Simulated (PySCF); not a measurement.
A geometry optimisation, step by step.

Te(OMe)F5, CH3F5OTe.
Bonds: Te1–O2, Te1–F7, Te1–F8, Te1–F9, Te1–F10, Te1–F11, O2–C3. Hydrogens: H4, H5, H6 on C3.

Method: PySCF, PBE0-D3(BJ)/def2-SVP geometry optimisation, gas phase, def2 core potentials past Kr; density fitting, grid level 1; the optimiser is geomeTRIC in internal coordinates, started from a GFN2-xTB structure with every atom displaced at random (about 0.03 Å). 14 of its 17 geometries are shown. The frame can shift and turn from step to step; on so coarse a grid that alone can change the energy by a few meV, and forces under 0.02 eV/Å are noise.

Step 0: E = -23979.0666 eV, largest atomic force 7.523 eV/Å
```
atom  x, y, z in Å  |  force x, y, z in eV/Å
Te1    -0.449   -0.249   -0.894   -3.121   4.728  -4.949
O2     -0.422   -0.455    0.918    0.337  -0.603   2.160
C3      0.643    0.169    1.565    3.901   0.134   0.225
H4      1.755   -0.179    1.186   -2.768   0.603   0.666
H5      0.593   -0.138    2.605   -0.159  -0.077   0.473
H6      0.645    1.279    1.501   -0.367  -0.410  -0.089
F7     -0.661    0.055   -2.779    0.216  -0.344   0.854
F8      1.395   -0.438   -1.266   -0.035  -0.455   0.401
F9     -2.373    0.186   -0.773    1.988  -0.630  -0.017
F10    -0.126    1.690   -0.815   -0.076  -1.627   0.263
F11    -0.902   -2.005   -1.216    0.084  -1.317   0.014
```

Step 1: E = -23979.6795 eV, largest atomic force 2.154 eV/Å
```
atom  x, y, z in Å  |  force x, y, z in eV/Å
Te1    -0.507   -0.219   -0.966   -1.192   1.643  -0.721
O2     -0.353   -0.425    0.933   -0.356  -0.389   0.104
C3      0.723    0.184    1.620    1.814  -0.019  -0.411
H4      1.750   -0.139    1.233   -1.269   0.218   0.272
H5      0.667   -0.159    2.658   -0.282  -0.043   0.115
H6      0.696    1.285    1.581   -0.246  -0.086   0.007
F7     -0.742    0.035   -2.827    0.652  -0.079   0.134
F8      1.351   -0.493   -1.158    0.088  -0.151  -0.334
F9     -2.366    0.203   -0.941    0.442  -0.434   0.582
F10    -0.207    1.663   -0.812    0.207  -0.433  -0.075
F11    -0.914   -2.022   -1.291    0.142  -0.227   0.327
```

Step 2: E = -23979.7995 eV, largest atomic force 1.069 eV/Å
```
atom  x, y, z in Å  |  force x, y, z in eV/Å
Te1    -0.482   -0.196   -0.989   -0.704   0.692  -0.409
O2     -0.363   -0.419    0.926    0.215  -0.095  -0.268
C3      0.700    0.173    1.653    0.752   0.010  -0.143
H4      1.701   -0.149    1.293   -0.335  -0.017  -0.018
H5      0.602   -0.185    2.687   -0.192   0.030   0.004
H6      0.670    1.272    1.624   -0.178   0.023   0.042
F7     -0.713    0.036   -2.844   -0.018  -0.154   0.017
F8      1.348   -0.459   -1.382    0.101  -0.223   0.364
F9     -2.319    0.190   -0.793    0.021  -0.175   0.050
F10    -0.157    1.672   -0.925    0.182  -0.107   0.257
F11    -0.888   -2.021   -1.218    0.157   0.016   0.103
```

Step 4: E = -23979.8521 eV, largest atomic force 0.240 eV/Å
```
atom  x, y, z in Å  |  force x, y, z in eV/Å
Te1    -0.508   -0.163   -0.983   -0.099  -0.147  -0.022
O2     -0.354   -0.432    0.909   -0.036   0.075   0.046
C3      0.724    0.171    1.613    0.035   0.019   0.049
H4      1.700   -0.141    1.209   -0.055   0.021   0.032
H5      0.620   -0.198    2.643    0.027   0.018  -0.002
H6      0.642    1.268    1.609    0.028   0.006   0.007
F7     -0.685    0.051   -2.842    0.054  -0.013  -0.026
F8      1.329   -0.548   -1.245    0.028   0.232  -0.054
F9     -2.349    0.209   -0.822    0.031  -0.122   0.013
F10    -0.166    1.699   -0.870    0.182  -0.105   0.027
F11    -0.857   -2.001   -1.189   -0.194   0.016  -0.069
```

Step 5: E = -23979.8655 eV, largest atomic force 0.123 eV/Å
```
atom  x, y, z in Å  |  force x, y, z in eV/Å
Te1    -0.508   -0.170   -0.985   -0.058  -0.105   0.024
O2     -0.356   -0.428    0.911    0.007  -0.004   0.013
C3      0.722    0.177    1.616    0.054   0.002  -0.001
H4      1.699   -0.139    1.217   -0.078   0.029   0.040
H5      0.615   -0.186    2.648    0.014   0.002  -0.004
H6      0.643    1.274    1.606    0.018  -0.004  -0.006
F7     -0.684    0.046   -2.844    0.013   0.051  -0.010
F8      1.331   -0.536   -1.266    0.009   0.120   0.010
F9     -2.348    0.194   -0.812    0.039  -0.051  -0.021
F10    -0.140    1.684   -0.848    0.083  -0.056  -0.046
F11    -0.876   -2.003   -1.212   -0.101   0.017   0.001
```

Step 6: E = -23979.8625 eV, largest atomic force 0.156 eV/Å
```
atom  x, y, z in Å  |  force x, y, z in eV/Å
Te1    -0.511   -0.170   -0.985    0.043  -0.040  -0.010
O2     -0.356   -0.434    0.912   -0.002   0.084  -0.005
C3      0.722    0.171    1.619   -0.029   0.027   0.012
H4      1.697   -0.140    1.219    0.014  -0.010  -0.014
H5      0.621   -0.196    2.650   -0.012   0.003   0.000
H6      0.643    1.268    1.613    0.004   0.007   0.000
F7     -0.687    0.054   -2.843    0.023  -0.082  -0.015
F8      1.337   -0.491   -1.247    0.002  -0.112  -0.056
F9     -2.354    0.176   -0.824   -0.015   0.088   0.040
F10    -0.109    1.678   -0.892   -0.088   0.026   0.126
F11    -0.906   -2.000   -1.190    0.060   0.009  -0.077
```

Step 7: E = -23979.8688 eV, largest atomic force 0.065 eV/Å
```
atom  x, y, z in Å  |  force x, y, z in eV/Å
Te1    -0.510   -0.174   -0.984    0.031  -0.031  -0.003
O2     -0.357   -0.431    0.913    0.001   0.012  -0.008
C3      0.721    0.176    1.618   -0.027   0.027   0.015
H4      1.696   -0.137    1.219    0.020  -0.011  -0.013
H5      0.619   -0.187    2.650   -0.009   0.000   0.000
H6      0.643    1.273    1.607    0.001   0.001  -0.003
F7     -0.684    0.051   -2.843    0.013  -0.013   0.000
F8      1.335   -0.507   -1.257   -0.001  -0.062  -0.020
F9     -2.351    0.180   -0.817   -0.012   0.050   0.013
F10    -0.112    1.673   -0.866   -0.044   0.024   0.035
F11    -0.903   -2.002   -1.209    0.027   0.005  -0.016
```

Step 9: E = -23979.8709 eV, largest atomic force 0.028 eV/Å
```
atom  x, y, z in Å  |  force x, y, z in eV/Å
Te1    -0.504   -0.178   -0.986    0.001   0.003  -0.007
O2     -0.358   -0.436    0.911    0.009  -0.022  -0.002
C3      0.713    0.180    1.619   -0.020   0.018   0.009
H4      1.692   -0.126    1.223    0.010  -0.008  -0.002
H5      0.611   -0.186    2.651   -0.002  -0.001   0.000
H6      0.626    1.276    1.609    0.002  -0.002   0.000
F7     -0.668    0.058   -2.844    0.006   0.006   0.004
F8      1.335   -0.544   -1.261    0.000   0.000   0.003
F9     -2.340    0.203   -0.818   -0.008   0.002  -0.006
F10    -0.098    1.667   -0.849    0.015   0.003  -0.007
F11    -0.912   -2.000   -1.224   -0.013   0.002   0.009
```

Step 10: E = -23979.8719 eV, largest atomic force 0.069 eV/Å
```
atom  x, y, z in Å  |  force x, y, z in eV/Å
Te1    -0.489   -0.181   -0.992    0.006   0.024  -0.003
O2     -0.360   -0.456    0.904    0.007  -0.027   0.005
C3      0.690    0.180    1.627   -0.068   0.004   0.014
H4      1.678   -0.096    1.234    0.047  -0.018  -0.014
H5      0.590   -0.200    2.653    0.002  -0.002   0.002
H6      0.575    1.274    1.627    0.000  -0.003   0.006
F7     -0.625    0.080   -2.849   -0.003   0.002   0.009
F8      1.337   -0.609   -1.258    0.007   0.025   0.006
F9     -2.313    0.257   -0.837   -0.014  -0.003  -0.013
F10    -0.030    1.650   -0.830    0.027   0.004  -0.024
F11    -0.955   -1.986   -1.248   -0.011  -0.008   0.011
```

Step 11: E = -23979.8723 eV, largest atomic force 0.060 eV/Å
```
atom  x, y, z in Å  |  force x, y, z in eV/Å
Te1    -0.480   -0.178   -0.997    0.010   0.012  -0.008
O2     -0.362   -0.466    0.898    0.004  -0.008   0.004
C3      0.676    0.176    1.633   -0.058  -0.009   0.012
H4      1.669   -0.087    1.244    0.043  -0.014  -0.013
H5      0.574   -0.214    2.655    0.001   0.000   0.004
H6      0.550    1.268    1.641   -0.003  -0.001   0.007
F7     -0.603    0.091   -2.853   -0.003  -0.004   0.011
F8      1.342   -0.629   -1.255    0.009   0.023   0.005
F9     -2.300    0.283   -0.852   -0.024   0.005  -0.009
F10     0.003    1.646   -0.828    0.020   0.006  -0.012
F11    -0.971   -1.976   -1.257    0.001  -0.010   0.000
```

Step 12: E = -23979.8727 eV, largest atomic force 0.029 eV/Å
```
atom  x, y, z in Å  |  force x, y, z in eV/Å
Te1    -0.463   -0.169   -1.007   -0.016  -0.011   0.002
O2     -0.372   -0.479    0.886   -0.009   0.025   0.001
C3      0.648    0.162    1.647    0.000  -0.023  -0.002
H4      1.650   -0.086    1.268    0.005   0.000  -0.001
H5      0.536   -0.245    2.661   -0.006   0.001   0.003
H6      0.512    1.252    1.670   -0.007   0.002   0.006
F7     -0.561    0.110   -2.863    0.001  -0.006  -0.004
F8      1.356   -0.639   -1.245    0.009   0.003   0.000
F9     -2.278    0.321   -0.885    0.009   0.010   0.001
F10     0.051    1.646   -0.825   -0.007   0.004   0.015
F11    -0.981   -1.957   -1.276    0.020  -0.003  -0.020
```

Step 14: E = -23979.8731 eV, largest atomic force 0.117 eV/Å
```
atom  x, y, z in Å  |  force x, y, z in eV/Å
Te1    -0.402   -0.129   -1.039   -0.011  -0.037  -0.007
O2     -0.422   -0.512    0.842   -0.033   0.049  -0.012
C3      0.546    0.099    1.688    0.117  -0.012  -0.002
H4      1.573   -0.132    1.361   -0.072   0.020   0.017
H5      0.377   -0.350    2.677   -0.014  -0.006  -0.005
H6      0.405    1.187    1.750   -0.008  -0.002  -0.004
F7     -0.396    0.197   -2.889    0.002   0.011  -0.015
F8      1.419   -0.626   -1.193   -0.003  -0.026   0.003
F9     -2.207    0.413   -1.008    0.033  -0.008   0.027
F10     0.152    1.664   -0.774   -0.043   0.005   0.025
F11    -0.947   -1.896   -1.385    0.033   0.006  -0.026
```

Step 15: E = -23979.8743 eV, largest atomic force 0.086 eV/Å
```
atom  x, y, z in Å  |  force x, y, z in eV/Å
Te1    -0.401   -0.129   -1.039    0.015  -0.021  -0.006
O2     -0.423   -0.511    0.842   -0.026   0.031  -0.010
C3      0.546    0.098    1.688    0.085  -0.012  -0.002
H4      1.573   -0.136    1.362   -0.054   0.016   0.014
H5      0.374   -0.348    2.677   -0.008  -0.005  -0.004
H6      0.408    1.187    1.748   -0.005  -0.002  -0.004
F7     -0.396    0.202   -2.889    0.005   0.012  -0.002
F8      1.421   -0.623   -1.192   -0.005  -0.009   0.003
F9     -2.208    0.406   -1.005   -0.001  -0.010   0.015
F10     0.142    1.666   -0.768   -0.029  -0.005   0.010
F11    -0.937   -1.898   -1.394    0.023   0.006  -0.013
```

Step 16: E = -23979.8744 eV, largest atomic force 0.025 eV/Å
```
atom  x, y, z in Å  |  force x, y, z in eV/Å
Te1    -0.402   -0.133   -1.038   -0.003   0.002   0.006
O2     -0.423   -0.508    0.844   -0.010   0.000   0.000
C3      0.550    0.103    1.686   -0.022  -0.007   0.008
H4      1.573   -0.130    1.359    0.022  -0.005  -0.008
H5      0.378   -0.342    2.676    0.004  -0.001   0.000
H6      0.410    1.192    1.743    0.000   0.000   0.002
F7     -0.398    0.204   -2.887    0.000   0.011   0.005
F8      1.416   -0.639   -1.194    0.007   0.020   0.004
F9     -2.208    0.405   -0.996   -0.004  -0.021  -0.009
F10     0.140    1.661   -0.763    0.002   0.005  -0.010
F11    -0.940   -1.900   -1.400    0.004  -0.005   0.003
```

Problem. Summarise the path.

Solution. The energy falls by 0.8077 eV from step 0 to step 16; nine tenths of that is first reached at step 2. It rises by more than 0.2 meV at steps 4 and 6. The largest force goes from 7.523 to 0.025 eV/Å. Among the bonds C3–H4 changes most, from 1.225 to 1.099 Å; the atoms move by 0.131 Å rms after alignment.

Problem. Follow the three bonds and two angles with the largest change from start to end.

Solution. 
```json
{"step": "0", "E above end (eV)": "0.8077", "largest force (eV/Å)": "7.523", "C3–H4 (Å)": "1.225", "Te1–O2 (Å)": "1.824", "Te1–F9 (Å)": "1.977", "O2–Te1–F8 (°)": "99.8", "F8–Te1–F9 (°)": "169.6"}
{"step": "1", "E above end (eV)": "0.1949", "largest force (eV/Å)": "2.154", "C3–H4 (Å)": "1.145", "Te1–O2 (Å)": "1.917", "Te1–F9 (Å)": "1.906", "O2–Te1–F8 (°)": "90.3", "F8–Te1–F9 (°)": "173.3"}
{"step": "2", "E above end (eV)": "0.0749", "largest force (eV/Å)": "1.069", "C3–H4 (Å)": "1.111", "Te1–O2 (Å)": "1.932", "Te1–F9 (Å)": "1.887", "O2–Te1–F8 (°)": "97.5", "F8–Te1–F9 (°)": "172.9"}
{"step": "3", "E above end (eV)": "0.0153", "largest force (eV/Å)": "0.497", "C3–H4 (Å)": "1.086", "Te1–O2 (Å)": "1.917", "Te1–F9 (Å)": "1.879", "O2–Te1–F8 (°)": "92.8", "F8–Te1–F9 (°)": "176.5"}
{"step": "4", "E above end (eV)": "0.0222", "largest force (eV/Å)": "0.240", "C3–H4 (Å)": "1.101", "Te1–O2 (Å)": "1.917", "Te1–F9 (Å)": "1.885", "O2–Te1–F8 (°)": "91.7", "F8–Te1–F9 (°)": "176.9"}
{"step": "5", "E above end (eV)": "0.0088", "largest force (eV/Å)": "0.123", "C3–H4 (Å)": "1.102", "Te1–O2 (Å)": "1.919", "Te1–F9 (Å)": "1.885", "O2–Te1–F8 (°)": "92.5", "F8–Te1–F9 (°)": "176.8"}
{"step": "6", "E above end (eV)": "0.0119", "largest force (eV/Å)": "0.156", "C3–H4 (Å)": "1.099", "Te1–O2 (Å)": "1.921", "Te1–F9 (Å)": "1.882", "O2–Te1–F8 (°)": "92.0", "F8–Te1–F9 (°)": "176.8"}
{"step": "7", "E above end (eV)": "0.0056", "largest force (eV/Å)": "0.065", "C3–H4 (Å)": "1.099", "Te1–O2 (Å)": "1.921", "Te1–F9 (Å)": "1.882", "O2–Te1–F8 (°)": "92.4", "F8–Te1–F9 (°)": "176.8"}
{"step": "8", "E above end (eV)": "0.0040", "largest force (eV/Å)": "0.033", "C3–H4 (Å)": "1.100", "Te1–O2 (Å)": "1.920", "Te1–F9 (Å)": "1.883", "O2–Te1–F8 (°)": "92.5", "F8–Te1–F9 (°)": "176.7"}
{"step": "9", "E above end (eV)": "0.0035", "largest force (eV/Å)": "0.028", "C3–H4 (Å)": "1.099", "Te1–O2 (Å)": "1.920", "Te1–F9 (Å)": "1.883", "O2–Te1–F8 (°)": "92.5", "F8–Te1–F9 (°)": "176.7"}
{"step": "10", "E above end (eV)": "0.0025", "largest force (eV/Å)": "0.069", "C3–H4 (Å)": "1.098", "Te1–O2 (Å)": "1.920", "Te1–F9 (Å)": "1.883", "O2–Te1–F8 (°)": "92.4", "F8–Te1–F9 (°)": "176.6"}
{"step": "11", "E above end (eV)": "0.0021", "largest force (eV/Å)": "0.060", "C3–H4 (Å)": "1.098", "Te1–O2 (Å)": "1.920", "Te1–F9 (Å)": "1.883", "O2–Te1–F8 (°)": "92.3", "F8–Te1–F9 (°)": "176.6"}
{"step": "12", "E above end (eV)": "0.0016", "largest force (eV/Å)": "0.029", "C3–H4 (Å)": "1.100", "Te1–O2 (Å)": "1.920", "Te1–F9 (Å)": "1.884", "O2–Te1–F8 (°)": "92.2", "F8–Te1–F9 (°)": "176.4"}
{"step": "13", "E above end (eV)": "0.0015", "largest force (eV/Å)": "0.061", "C3–H4 (Å)": "1.101", "Te1–O2 (Å)": "1.920", "Te1–F9 (Å)": "1.884", "O2–Te1–F8 (°)": "92.2", "F8–Te1–F9 (°)": "176.3"}
{"step": "14", "E above end (eV)": "0.0012", "largest force (eV/Å)": "0.117", "C3–H4 (Å)": "1.102", "Te1–O2 (Å)": "1.920", "Te1–F9 (Å)": "1.885", "O2–Te1–F8 (°)": "92.1", "F8–Te1–F9 (°)": "176.0"}
{"step": "15", "E above end (eV)": "0.0001", "largest force (eV/Å)": "0.086", "C3–H4 (Å)": "1.102", "Te1–O2 (Å)": "1.920", "Te1–F9 (Å)": "1.884", "O2–Te1–F8 (°)": "92.2", "F8–Te1–F9 (°)": "176.2"}
{"step": "16", "E above end (eV)": "0.0000", "largest force (eV/Å)": "0.025", "C3–H4 (Å)": "1.099", "Te1–O2 (Å)": "1.919", "Te1–F9 (Å)": "1.884", "O2–Te1–F8 (°)": "92.2", "F8–Te1–F9 (°)": "176.4"}
```

What follows is the cost of the whole optimisation. Time: 3.1 min; peak memory 0.53 GiB. Hardware: one thread, Arm Neoverse V1 (aarch64) (shared host).
